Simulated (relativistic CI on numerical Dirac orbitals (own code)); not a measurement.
## Calculated levels, I⁴²⁺

Method of calculation: Dirac-Coulomb-Breit CI, KLI orbitals optimised for each configuration, QED by a radiative potential, unscaled Slater integrals (own radial code, finite nucleus).

CI space (outside the closed core [Ne]): 3s, 3p, 3d, 4s, 4p, 4d, 4f, 5s, 5p, 5d, 5f, 5g, 6s, 6p, 6d. Levels of other configurations are missing.

The lowest level is 3s ²S1/2, with 100 % of that term; Hund's rules for 3s give ²S with J = 1/2, in agreement.

```tsv
No.	Configuration	Term	J	E (10³ cm⁻¹)	%	Next component (%)	Landé g
1	3s	²S	1/2	0.0	100		1.994
2	3p	²P°	1/2	787.0	100		0.657
3	3p	²P°	3/2	1423.5	100		1.327
4	3d	²D	3/2	2422.3	100		0.793
5	3d	²D	5/2	2563.8	100		1.194
6	4s	²S	1/2	11714.4	100		1.998
7	4p	²P°	1/2	12039.6	100		0.661
8	4p	²P°	3/2	12298.3	100		1.330
9	4d	²D	3/2	12676.0	100		0.796
10	4d	²D	5/2	12737.6	100		1.197
11	4f	²F°	5/2	12936.9	100		0.854
12	4f	²F°	7/2	12963.1	100		1.140
13	5s	²S	1/2	16915.7	100		1.999
14	5p	²P°	1/2	17079.2	100		0.663
15	5p	²P°	3/2	17209.1	100		1.332
16	5d	²D	3/2	17393.7	100		0.797
17	5d	²D	5/2	17425.6	100		1.198
18	5f	²F°	5/2	17524.2	100		0.855
19	5f	²F°	7/2	17537.6	100		1.141
20	5g	²G	7/2	17550.7	100		0.887
21	5g	²G	9/2	17558.7	100		1.109
22	6s	²S	1/2	19672.5	100		2.000
23	6p	²P°	1/2	19765.9	100		0.664
24	6p	²P°	3/2	19840.1	100		1.333
25	6d	²D	3/2	19944.3	100		0.798
26	6d	²D	5/2	19962.8	100		1.199
```

Energies count from the lowest computed level; ° marks odd parity.

The mean weight of the leading LS term, summed over parents, in these 26 levels is 100 %, and that of the leading jj configuration (from the same eigenvectors) 100 %.

At this charge energies of transitions that change n are usually good to better than 1 %, and those within a shell (Δn = 0) to a few per cent.
